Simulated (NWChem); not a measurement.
System: C3H5BFN; SMILES C(=CB(F)N)=C

```xyz
11

C      0.2511    -2.7108     0.0000
C     -0.3091    -1.5306     0.0000
C     -0.8510    -0.3334     0.0000
B      0.0056     0.9728     0.0000
N     -0.5793     2.2440     0.0000
F      1.3446     0.8916     0.0000
H      0.4963    -3.2203     0.9375
H      0.4963    -3.2203    -0.9375
H     -1.9486    -0.2764     0.0000
H     -0.0260     3.0906     0.0000
H     -1.5774     2.3949     0.0000
```
Atoms are numbered in this order, from 1.

Results from NWChem. All runs use the structure optimised with PBE0/def2-SVP. Atomic charges in e: unrestrained fits to the electrostatic potential beside Mulliken populations; buried atoms are poorly determined by the fit.

Task: Estimate the computed values for B3LYP/def2-SVP. Quantities: ESP C1; Mulliken C1; ESP C2; Mulliken C2; ESP C3; Mulliken C3; ESP B4; Mulliken B4; ESP N5; Mulliken N5; relative RMS misfit of the potential (%).

Result: 
| Quantity | Result |
|---|---|
| ESP C1 | -0.45 |
| Mulliken C1 | -0.21 |
| ESP C2 | 0.23 |
| Mulliken C2 | 0.19 |
| ESP C3 | -0.49 |
| Mulliken C3 | -0.17 |
| ESP B4 | 0.72 |
| Mulliken B4 | 0.00 |
| ESP N5 | -0.88 |
| Mulliken N5 | -0.07 |
| relative RMS misfit of the potential (%) | 28 |
